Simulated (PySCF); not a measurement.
Compound: C4H4O3.
SMILES with atom numbers: `[O:1]=[CH:2][C@@H:3]1[CH2:4][C:5](=[O:6])[O:7]1` (hydrogens: H8 on C2; H9 on C3; H10, H11 on C4)

Cartesian coordinates in Å at the GFN2-xTB level; atoms count from 1:
```
atom  x, y, z in Å
O1     2.5895   -0.4567    0.1574
C2     1.6529    0.2798    0.2432
C3     0.2990   -0.1315    0.7667
C4    -0.6662   -0.6526   -0.3212
C5    -1.4645    0.5823    0.0622
O6    -2.4812    1.0847   -0.2768
O7    -0.5750    0.9847    1.0107
H8     1.6868    1.3347   -0.0838
H9     0.3954   -0.7700    1.6486
H10   -1.1520   -1.6012   -0.1107
H11   -0.2793   -0.6516   -1.3374
```

Theory: PBE0/def2-SVPD in PySCF (dipole) on a GFN2-xTB geometry, gas phase.

Masses are those of the commonest isotopes; rigid-rotor values at the optimised geometry. The values belong to one conformer with, in the numbering `[O:1]=[CH:2][C@@H:3]1[CH2:4][C:5](=[O:6])[O:7]1`, O1–C2–C3–C4 -90°.

Problem. Give the principal moments of inertia and the rotational constants in MHz.

Solution. Ia = 55.22, Ib = 313.65, Ic = 336.76 u·Å²; 505379 MHz·u·Å²/I gives A = 9152, B = 1611, C = 1501 MHz.

Problem. What kind of rotor is it?

Solution. A near-prolate asymmetric top. Ray's parameter κ = (2B − A − C)/(A − C) = -0.971; −1 is the prolate and +1 the oblate limit.

Problem. Is it planar, by Δ = Ic − Ia − Ib?

Solution. Not planar: Δ = Ic − Ia − Ib = -32.12 u·Å². For a rigid frame Δ = −2 Σ m c², so Σ m c² = 16.06 u·Å² lies off the ab plane: 5.69 from hydrogen and 10.37 from heavier atoms. The atom farthest from that plane is 1.61 Å away.

Problem. Give the other two planar moments, Paa and Pbb, and the rms extents of the mass along the axes.

Solution. Paa = Σ m a² = (Ib + Ic − Ia)/2 = 297.59 and Pbb = Σ m b² = (Ia + Ic − Ib)/2 = 39.16 u·Å². With the mass M = 100.02 u, the rms extents √(P/M) along a, b and c are 1.72, 0.63, 0.40 Å.

Problem. Where do the levels up to J = 4 lie, in MHz?

Solution. Above 0(0,0):
J = 1: 1(0,1) 3112, 1(1,1) 10652, 1(1,0) 10763
J = 2: 2(0,2) 9335, 2(1,2) 16766, 2(1,1) 17097, 2(2,1) 39719, 2(2,0) 39720
J = 3: 3(0,3) 18666, 3(1,3) 25935, 3(1,2) 26599, 3(2,2) 49055, 3(2,1) 49061, 3(3,1) 87034, 3(3,0) 87034
J = 4: 4(0,4) 31102, 4(1,4) 38160, 4(1,3) 39265, 4(2,3) 61502, 4(2,2) 61520, 4(3,2) 99484, 4(3,1) 99484, 4(4,1) 152652, 4(4,0) 152652
The levels of one J sum to (2J + 1)J(J + 1)(A + B + C)/3.

Problem. Which lines would a microwave search look for?

Solution. The dipole components are |μa| = 0.96 D, |μb| = 1.15 D, |μc| = 0.87 D. The squared components, which scale the intensities, stand as 0.70 : 1.00 : 0.57 (a : b : c). Some of the stronger lines:

```json
{"type": "a", "branch": "Q", "J(Ka,Kc)": "4(1,3) ← 4(1,4)", "MHz": "1105", "lower level (cm⁻¹)": "1.273"}
{"type": "b", "branch": "R", "J(Ka,Kc)": "3(0,3) ← 2(1,2)", "MHz": "1900", "lower level (cm⁻¹)": "0.559"}
{"type": "b", "branch": "R", "J(Ka,Kc)": "4(0,4) ← 3(1,3)", "MHz": "5167", "lower level (cm⁻¹)": "0.865"}
{"type": "a", "branch": "R", "J(Ka,Kc)": "3(0,3) ← 2(0,2)", "MHz": "9331", "lower level (cm⁻¹)": "0.311"}
{"type": "a", "branch": "R", "J(Ka,Kc)": "4(1,4) ← 3(1,3)", "MHz": "12225", "lower level (cm⁻¹)": "0.865"}
{"type": "a", "branch": "R", "J(Ka,Kc)": "4(0,4) ← 3(0,3)", "MHz": "12436", "lower level (cm⁻¹)": "0.623"}
{"type": "a", "branch": "R", "J(Ka,Kc)": "4(2,3) ← 3(2,2)", "MHz": "12447", "lower level (cm⁻¹)": "1.636"}
{"type": "a", "branch": "R", "J(Ka,Kc)": "4(3,1) ← 3(3,0)", "MHz": "12450", "lower level (cm⁻¹)": "2.903"}
{"type": "a", "branch": "R", "J(Ka,Kc)": "4(1,3) ← 3(1,2)", "MHz": "12667", "lower level (cm⁻¹)": "0.887"}
{"type": "a", "branch": "R", "J(Ka,Kc)": "5(4,1) ← 4(4,0)", "MHz": "15563", "lower level (cm⁻¹)": "5.092"}
{"type": "b", "branch": "R", "J(Ka,Kc)": "3(1,3) ← 2(0,2)", "MHz": "16600", "lower level (cm⁻¹)": "0.311"}
{"type": "c", "branch": "R", "J(Ka,Kc)": "4(1,3) ← 3(0,3)", "MHz": "20599", "lower level (cm⁻¹)": "0.623"}
{"type": "c", "branch": "Q", "J(Ka,Kc)": "4(2,3) ← 4(1,3)", "MHz": "22237", "lower level (cm⁻¹)": "1.310"}
{"type": "c", "branch": "R", "J(Ka,Kc)": "3(2,1) ← 2(1,1)", "MHz": "31963", "lower level (cm⁻¹)": "0.570"}
{"type": "b", "branch": "R", "J(Ka,Kc)": "4(2,3) ← 3(1,2)", "MHz": "34903", "lower level (cm⁻¹)": "0.887"}
{"type": "c", "branch": "R", "J(Ka,Kc)": "4(2,3) ← 3(1,3)", "MHz": "35566", "lower level (cm⁻¹)": "0.865"}
{"type": "c", "branch": "Q", "J(Ka,Kc)": "5(3,3) ← 5(2,3)", "MHz": "37947", "lower level (cm⁻¹)": "2.572"}
{"type": "b", "branch": "Q", "J(Ka,Kc)": "5(3,2) ← 5(2,3)", "MHz": "37947", "lower level (cm⁻¹)": "2.572"}
{"type": "b", "branch": "R", "J(Ka,Kc)": "4(3,2) ← 3(2,1)", "MHz": "50423", "lower level (cm⁻¹)": "1.636"}
{"type": "b", "branch": "Q", "J(Ka,Kc)": "5(4,2) ← 5(3,3)", "MHz": "53166", "lower level (cm⁻¹)": "3.838"}
{"type": "b", "branch": "R", "J(Ka,Kc)": "5(3,2) ← 4(2,3)", "MHz": "53547", "lower level (cm⁻¹)": "2.051"}
{"type": "b", "branch": "R", "J(Ka,Kc)": "4(4,1) ← 3(3,0)", "MHz": "65618", "lower level (cm⁻¹)": "2.903"}
{"type": "b", "branch": "R", "J(Ka,Kc)": "4(4,0) ← 3(3,1)", "MHz": "65618", "lower level (cm⁻¹)": "2.903"}
{"type": "c", "branch": "R", "J(Ka,Kc)": "5(4,2) ← 4(3,2)", "MHz": "68730", "lower level (cm⁻¹)": "3.318"}
```

Problem. Estimate the classical rotational partition function at 10 K, 25 K and 100 K.

Solution. Point group C1, symmetry number σ = 1; q = (√π/σ)·√((kT/h)³/(ABC)), k/h = 20836.6 MHz/K: 1130 at 10 K, 4480 at 25 K, 35800 at 100 K.

Stationary, but not proved a minimum. Constants of a rigid frame at the computed geometry: no zero-point averaging, no centrifugal distortion.
